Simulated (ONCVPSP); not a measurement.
**barium (Ba), ONCV: configuration errors across variants**

```json
{"Element": "barium", "Generator": "ONCVPSP 4.0.1", "Type": "optimised norm-conserving Vanderbilt (ONCV)", "Functional": "PBE", "Relativity": "scalar-relativistic", "Frozen core": "[Kr] 4d10", "Valence charge": "10", "Reference configuration": "5s2 5p6 6s2", "Partial waves": "5s+6s: rc 3.10 bohr, ncon 5, nbas 8, qcut 3 1/bohr, 2 projectors; 5p: rc 2.05 bohr, ncon 3, nbas 6, qcut 4.3 1/bohr, 2 projectors, debl 1.3 Ha; d scattering state at 0.24 Ha: rc 3.30 bohr, ncon 4, nbas 9, qcut 2.7 1/bohr, 3 projectors, debl 1.6 Ha", "Local potential": "polynomial inside 1.70 bohr (lpopt 3, dvloc0 0 Ha)", "Core correction": "none"}
```

In the d channel the program set the typed energies aside and used -0.074, 1.526, 3.126 Ha.

All-electron excitation energies from the reference (eV): (1) 5s2 5p6 6s1 5.362; (2) 5s2 5p6 6s0 15.344; (3) 5s2 5p6 6s1.5 2.136; (4) 5s2 5p6 6s0 6p1 7.962.

Errors AE − PS in meV (a dash: test not solved or not reliable):

```csv
change,(1),(2),(3),(4),bound ghosts,GHOST(+) flags above zero
base,-0.9,-4.4,-0.3,-2.5,none,"s, d"
"all radii scaled by about 1.10 (s 3.42, p 2.26, d 3.64 bohr); local potential polynomial inside 1.88 bohr (lpopt 3, dvloc0 0 Ha)",-0.8,-4.5,-0.3,-2.5,none,d
"local potential polynomial inside 1.70 bohr (lpopt 3, dvloc0 2.5 Ha)",-0.9,-4.4,-0.3,-2.5,none,none
p: rc 1.88,-0.9,-4.6,-0.3,-2.7,none,"s, d"
d: nproj 1,-0.9,-4.4,-0.3,-2.5,none,s
s: qcut 3.2,-0.9,-4.2,-0.3,-2.3,none,d
```

Q: Give the same row for: core correction Teter function, fcfact 2.25, rcfact 1.2.

A: -1.0, -5.7, -0.3, -3.7; bound ghosts: none; GHOST(+) flags above zero: s, d.
